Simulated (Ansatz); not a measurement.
**Molecular dynamics of ClF3H3OW**

input.yaml

```yaml
crystal:
  periodic: [false, false, false]
  atoms:
    - { symbol: W, position_ang: [0.007403, -0.06403, 0.055698] }
    - { symbol: Cl, position_ang: [0.761458, 0.425081, 2.220246] }
    - { symbol: H, position_ang: [1.623011, -0.587201, 0.150635] }
    - { symbol: F, position_ang: [-0.204414, 1.815067, -0.076341] }
    - { symbol: F, position_ang: [-1.649127, -0.433793, 0.885654] }
    - { symbol: F, position_ang: [-0.134389, -1.878159, -0.402525] }
    - { symbol: O, position_ang: [0.278735, 0.160292, -1.803793] }
    - { symbol: H, position_ang: [0.443382, 1.060368, -2.152864] }
    - { symbol: H, position_ang: [-0.728258, 0.294777, 3.856187] }
magnetization:
  spin_polarized: true
  initial_magnetization: 1
basis:
  gaussian: { orbitals: def2-SVP }
hamiltonian:
  xc: pbe
md:
  timestep: 0.5
  n_steps: 200
  ensemble: nve
  temperature: 300.0
  initial_velocities: maxwell_boltzmann
  seed: 7600
```

Command:

```bash
$ ansatz run input.yaml --threads 4 --pin off --max-ram 5120MiB --backend cpu --events-out ev --progress --plain --runs-dir out
```

It starts at the highest image of a converged band, a first-order saddle point between two minima.

Output, in part (one step line in 3, the closing report, with atoms numbered from 0):

```
md step     0: t =     0.00 fs  T =   300.0 K  F+E_penalty+E_count = -24572.11059502 eV  E_kin = 0.271446 eV  conserved = -24571.83914903 eV  (68 SCF iters)
md step     3: t =     1.50 fs  T =   285.1 K  F+E_penalty+E_count = -24572.09684289 eV  E_kin = 0.257999 eV  conserved = -24571.83884385 eV  (39 SCF iters)
md step     6: t =     3.00 fs  T =   272.7 K  F+E_penalty+E_count = -24572.08565360 eV  E_kin = 0.246755 eV  conserved = -24571.83889848 eV  (39 SCF iters)
md step     9: t =     4.50 fs  T =   258.6 K  F+E_penalty+E_count = -24572.07307106 eV  E_kin = 0.233981 eV  conserved = -24571.83909026 eV  (39 SCF iters)
md step    12: t =     6.00 fs  T =   223.2 K  F+E_penalty+E_count = -24572.04074650 eV  E_kin = 0.201975 eV  conserved = -24571.83877110 eV  (40 SCF iters)
md step    15: t =     7.50 fs  T =   202.7 K  F+E_penalty+E_count = -24572.02222925 eV  E_kin = 0.183415 eV  conserved = -24571.83881383 eV  (38 SCF iters)
md step    18: t =     9.00 fs  T =   192.9 K  F+E_penalty+E_count = -24572.01356693 eV  E_kin = 0.174511 eV  conserved = -24571.83905557 eV  (38 SCF iters)
md step    21: t =    10.50 fs  T =   170.0 K  F+E_penalty+E_count = -24571.99249746 eV  E_kin = 0.153791 eV  conserved = -24571.83870681 eV  (39 SCF iters)
md step    24: t =    12.00 fs  T =   171.2 K  F+E_penalty+E_count = -24571.99374557 eV  E_kin = 0.154928 eV  conserved = -24571.83881782 eV  (38 SCF iters)
md step    27: t =    13.50 fs  T =   186.1 K  F+E_penalty+E_count = -24572.00740479 eV  E_kin = 0.168381 eV  conserved = -24571.83902387 eV  (37 SCF iters)
md step    30: t =    15.00 fs  T =   190.3 K  F+E_penalty+E_count = -24572.01090822 eV  E_kin = 0.172164 eV  conserved = -24571.83874468 eV  (38 SCF iters)
md step    33: t =    16.50 fs  T =   212.6 K  F+E_penalty+E_count = -24572.03121548 eV  E_kin = 0.192339 eV  conserved = -24571.83887620 eV  (38 SCF iters)
md step    36: t =    18.00 fs  T =   236.7 K  F+E_penalty+E_count = -24572.05329939 eV  E_kin = 0.214174 eV  conserved = -24571.83912574 eV  (36 SCF iters)
md step    39: t =    19.50 fs  T =   236.9 K  F+E_penalty+E_count = -24572.05311129 eV  E_kin = 0.214330 eV  conserved = -24571.83878140 eV  (38 SCF iters)
md step    42: t =    21.00 fs  T =   248.0 K  F+E_penalty+E_count = -24572.06336383 eV  E_kin = 0.224402 eV  conserved = -24571.83896204 eV  (39 SCF iters)
md step    45: t =    22.50 fs  T =   252.2 K  F+E_penalty+E_count = -24572.06729754 eV  E_kin = 0.228201 eV  conserved = -24571.83909666 eV  (37 SCF iters)
md step    48: t =    24.00 fs  T =   232.7 K  F+E_penalty+E_count = -24572.04930858 eV  E_kin = 0.210522 eV  conserved = -24571.83878701 eV  (36 SCF iters)
md step    51: t =    25.50 fs  T =   223.6 K  F+E_penalty+E_count = -24572.04120970 eV  E_kin = 0.202307 eV  conserved = -24571.83890315 eV  (36 SCF iters)
md step    54: t =    27.00 fs  T =   212.2 K  F+E_penalty+E_count = -24572.03107041 eV  E_kin = 0.191990 eV  conserved = -24571.83908013 eV  (38 SCF iters)
md step    57: t =    28.50 fs  T =   182.3 K  F+E_penalty+E_count = -24572.00365798 eV  E_kin = 0.164947 eV  conserved = -24571.83871124 eV  (37 SCF iters)
md step    60: t =    30.00 fs  T =   172.6 K  F+E_penalty+E_count = -24571.99511887 eV  E_kin = 0.156215 eV  conserved = -24571.83890347 eV  (37 SCF iters)
md step    63: t =    31.50 fs  T =   165.1 K  F+E_penalty+E_count = -24571.98835682 eV  E_kin = 0.149348 eV  conserved = -24571.83900876 eV  (37 SCF iters)
md step    66: t =    33.00 fs  T =   146.2 K  F+E_penalty+E_count = -24571.97103565 eV  E_kin = 0.132320 eV  conserved = -24571.83871556 eV  (36 SCF iters)
md step    69: t =    34.50 fs  T =   148.9 K  F+E_penalty+E_count = -24571.97361513 eV  E_kin = 0.134765 eV  conserved = -24571.83885010 eV  (38 SCF iters)
md step    72: t =    36.00 fs  T =   157.7 K  F+E_penalty+E_count = -24571.98174365 eV  E_kin = 0.142704 eV  conserved = -24571.83903967 eV  (38 SCF iters)
md step    75: t =    37.50 fs  T =   154.0 K  F+E_penalty+E_count = -24571.97806890 eV  E_kin = 0.139369 eV  conserved = -24571.83870026 eV  (40 SCF iters)
md step    78: t =    39.00 fs  T =   172.6 K  F+E_penalty+E_count = -24571.99510965 eV  E_kin = 0.156204 eV  conserved = -24571.83890523 eV  (40 SCF iters)
md step    81: t =    40.50 fs  T =   192.8 K  F+E_penalty+E_count = -24572.01344229 eV  E_kin = 0.174411 eV  conserved = -24571.83903162 eV  (40 SCF iters)
md step    84: t =    42.00 fs  T =   197.9 K  F+E_penalty+E_count = -24572.01778435 eV  E_kin = 0.179030 eV  conserved = -24571.83875473 eV  (39 SCF iters)
md step    87: t =    43.50 fs  T =   218.2 K  F+E_penalty+E_count = -24572.03628613 eV  E_kin = 0.197397 eV  conserved = -24571.83888939 eV  (38 SCF iters)
md step    90: t =    45.00 fs  T =   237.8 K  F+E_penalty+E_count = -24572.05422214 eV  E_kin = 0.215129 eV  conserved = -24571.83909325 eV  (38 SCF iters)
md step    93: t =    46.50 fs  T =   236.5 K  F+E_penalty+E_count = -24572.05275349 eV  E_kin = 0.213989 eV  conserved = -24571.83876415 eV  (38 SCF iters)
md step    96: t =    48.00 fs  T =   248.1 K  F+E_penalty+E_count = -24572.06347435 eV  E_kin = 0.224511 eV  conserved = -24571.83896300 eV  (39 SCF iters)
md step    99: t =    49.50 fs  T =   252.5 K  F+E_penalty+E_count = -24572.06758328 eV  E_kin = 0.228496 eV  conserved = -24571.83908765 eV  (39 SCF iters)
md step   102: t =    51.00 fs  T =   234.3 K  F+E_penalty+E_count = -24572.05075767 eV  E_kin = 0.211978 eV  conserved = -24571.83877991 eV  (38 SCF iters)
md step   105: t =    52.50 fs  T =   228.1 K  F+E_penalty+E_count = -24572.04524226 eV  E_kin = 0.206355 eV  conserved = -24571.83888739 eV  (38 SCF iters)
md step   108: t =    54.00 fs  T =   222.1 K  F+E_penalty+E_count = -24572.04007639 eV  E_kin = 0.201001 eV  conserved = -24571.83907532 eV  (37 SCF iters)
md step   111: t =    55.50 fs  T =   199.1 K  F+E_penalty+E_count = -24572.01885958 eV  E_kin = 0.180144 eV  conserved = -24571.83871579 eV  (38 SCF iters)
md step   114: t =    57.00 fs  T =   196.4 K  F+E_penalty+E_count = -24572.01656906 eV  E_kin = 0.177663 eV  conserved = -24571.83890645 eV  (38 SCF iters)
md step   117: t =    58.50 fs  T =   195.9 K  F+E_penalty+E_count = -24572.01624395 eV  E_kin = 0.177235 eV  conserved = -24571.83900923 eV  (38 SCF iters)
md step   120: t =    60.00 fs  T =   185.2 K  F+E_penalty+E_count = -24572.00625024 eV  E_kin = 0.167545 eV  conserved = -24571.83870500 eV  (39 SCF iters)
md step   123: t =    61.50 fs  T =   198.0 K  F+E_penalty+E_count = -24572.01798201 eV  E_kin = 0.179115 eV  conserved = -24571.83886744 eV  (40 SCF iters)
md step   126: t =    63.00 fs  T =   215.1 K  F+E_penalty+E_count = -24572.03367808 eV  E_kin = 0.194606 eV  conserved = -24571.83907243 eV  (41 SCF iters)
md step   129: t =    64.50 fs  T =   215.9 K  F+E_penalty+E_count = -24572.03410909 eV  E_kin = 0.195378 eV  conserved = -24571.83873130 eV  (41 SCF iters)
md step   132: t =    66.00 fs  T =   233.8 K  F+E_penalty+E_count = -24572.05049602 eV  E_kin = 0.211503 eV  conserved = -24571.83899351 eV  (43 SCF iters)
md step   135: t =    67.50 fs  T =   242.1 K  F+E_penalty+E_count = -24572.05809643 eV  E_kin = 0.219038 eV  conserved = -24571.83905861 eV  (42 SCF iters)
md step   138: t =    69.00 fs  T =   231.0 K  F+E_penalty+E_count = -24572.04776946 eV  E_kin = 0.209006 eV  conserved = -24571.83876339 eV  (44 SCF iters)
md step   141: t =    70.50 fs  T =   233.3 K  F+E_penalty+E_count = -24572.05002990 eV  E_kin = 0.211083 eV  conserved = -24571.83894700 eV  (46 SCF iters)
md step   144: t =    72.00 fs  T =   228.2 K  F+E_penalty+E_count = -24572.04554982 eV  E_kin = 0.206470 eV  conserved = -24571.83907947 eV  (45 SCF iters)
md step   147: t =    73.50 fs  T =   204.3 K  F+E_penalty+E_count = -24572.02359829 eV  E_kin = 0.184884 eV  conserved = -24571.83871474 eV  (47 SCF iters)
md step   150: t =    75.00 fs  T =   198.8 K  F+E_penalty+E_count = -24572.01882924 eV  E_kin = 0.179844 eV  conserved = -24571.83898496 eV  (55 SCF iters)
md step   153: t =    76.50 fs  T =   185.8 K  F+E_penalty+E_count = -24572.00709749 eV  E_kin = 0.168116 eV  conserved = -24571.83898100 eV  (36 SCF iters)
md step   156: t =    78.00 fs  T =   164.1 K  F+E_penalty+E_count = -24571.98716700 eV  E_kin = 0.148472 eV  conserved = -24571.83869521 eV  (47 SCF iters)
md step   159: t =    79.50 fs  T =   166.6 K  F+E_penalty+E_count = -24571.98960589 eV  E_kin = 0.150708 eV  conserved = -24571.83889814 eV  (45 SCF iters)
md step   162: t =    81.00 fs  T =   169.9 K  F+E_penalty+E_count = -24571.99275253 eV  E_kin = 0.153732 eV  conserved = -24571.83902041 eV  (44 SCF iters)
md step   165: t =    82.50 fs  T =   162.3 K  F+E_penalty+E_count = -24571.98555592 eV  E_kin = 0.146863 eV  conserved = -24571.83869307 eV  (43 SCF iters)
md step   168: t =    84.00 fs  T =   175.8 K  F+E_penalty+E_count = -24571.99803543 eV  E_kin = 0.159058 eV  conserved = -24571.83897776 eV  (42 SCF iters)
md step   171: t =    85.50 fs  T =   182.4 K  F+E_penalty+E_count = -24572.00402528 eV  E_kin = 0.165040 eV  conserved = -24571.83898578 eV  (41 SCF iters)
md step   174: t =    87.00 fs  T =   179.4 K  F+E_penalty+E_count = -24572.00102631 eV  E_kin = 0.162291 eV  conserved = -24571.83873490 eV  (41 SCF iters)
md step   177: t =    88.50 fs  T =   195.3 K  F+E_penalty+E_count = -24572.01565661 eV  E_kin = 0.176713 eV  conserved = -24571.83894343 eV  (42 SCF iters)
md step   180: t =    90.00 fs  T =   205.4 K  F+E_penalty+E_count = -24572.02496581 eV  E_kin = 0.185889 eV  conserved = -24571.83907660 eV  (43 SCF iters)
md step   183: t =    91.50 fs  T =   197.0 K  F+E_penalty+E_count = -24572.01695489 eV  E_kin = 0.178225 eV  conserved = -24571.83873037 eV  (42 SCF iters)
md step   186: t =    93.00 fs  T =   205.5 K  F+E_penalty+E_count = -24572.02488228 eV  E_kin = 0.185918 eV  conserved = -24571.83896444 eV  (42 SCF iters)
md step   189: t =    94.50 fs  T =   208.5 K  F+E_penalty+E_count = -24572.02766226 eV  E_kin = 0.188661 eV  conserved = -24571.83900173 eV  (41 SCF iters)
md step   192: t =    96.00 fs  T =   199.7 K  F+E_penalty+E_count = -24572.01946842 eV  E_kin = 0.180725 eV  conserved = -24571.83874352 eV  (42 SCF iters)
md step   195: t =    97.50 fs  T =   208.2 K  F+E_penalty+E_count = -24572.02732258 eV  E_kin = 0.188411 eV  conserved = -24571.83891196 eV  (42 SCF iters)
md step   198: t =    99.00 fs  T =   214.3 K  F+E_penalty+E_count = -24572.03293009 eV  E_kin = 0.193861 eV  conserved = -24571.83906871 eV  (39 SCF iters)
md step   200: t =   100.00 fs  T =   206.4 K  F+E_penalty+E_count = -24572.02557779 eV  E_kin = 0.186739 eV  conserved = -24571.83883838 eV  (39 SCF iters)
Total energy: -24572.02566159 eV, -903.0052875461 hartree
Atom 0 at    -0.010645    -0.082617     0.058948 Å, force     0.836105    -0.179236     1.279808 eV/Å
Atom 1 at     0.889948     0.510114     2.140534 Å, force    -0.205592     0.127397    -0.216125 eV/Å
Atom 2 at     1.529699    -0.792595     0.212521 Å, force    -0.071812     0.175554     0.051423 eV/Å
Atom 3 at    -0.359134     1.755172    -0.164073 Å, force    -0.125531     0.668519     0.211026 eV/Å
Atom 4 at    -1.659294    -0.342746     0.926697 Å, force    -0.170507    -0.226878    -0.029503 eV/Å
Atom 5 at    -0.226143    -1.830874    -0.494954 Å, force    -0.464258    -0.670998    -0.277470 eV/Å
Atom 6 at     0.576717     0.199292    -1.699581 Å, force     0.073732    -0.751427    -0.546130 eV/Å
Atom 7 at     0.575916     1.146077    -1.875579 Å, force     0.127648     0.856911    -0.472298 eV/Å
Atom 8 at    -1.887214    -1.283527     6.695620 Å, force     0.000214     0.000158    -0.000732 eV/Å
Dipole moment:     0.151538     0.220867    -0.292298 e Å
```

The run went to its last step. The conserved energy stayed within 0.057 meV per atom of its start (net change 0.035 meV per atom), so the integration is sound. A run of 0.1 ps of so small a system gives no equilibrium averages.

The step under study would form Cl2–H9 and break W1–Cl2. These pairs go: Cl2–H9 2.22 → 5.63 Å, W1–Cl2 2.34 → 2.34 Å. In the last frame they stand as before the step (other bonds may differ from the relaxed reactants and products). It ends as ClF3H2OW + H. Pairs count as bonded within 1.25 times the sum of covalent radii (0.12 Å more for H–H).

Last frame:

```xyz
9
Properties=species:S:1:pos:R:3
W -0.011 -0.083 0.059
Cl 0.890 0.510 2.140
H 1.530 -0.793 0.212
F -0.359 1.755 -0.164
F -1.659 -0.343 0.927
F -0.226 -1.831 -0.495
O 0.577 0.199 -1.700
H 0.576 1.146 -1.876
H -1.887 -1.284 6.696
```

The run took 12 min on 4 threads of Arm Neoverse V1 (shared host), peak memory 0.23 GiB.
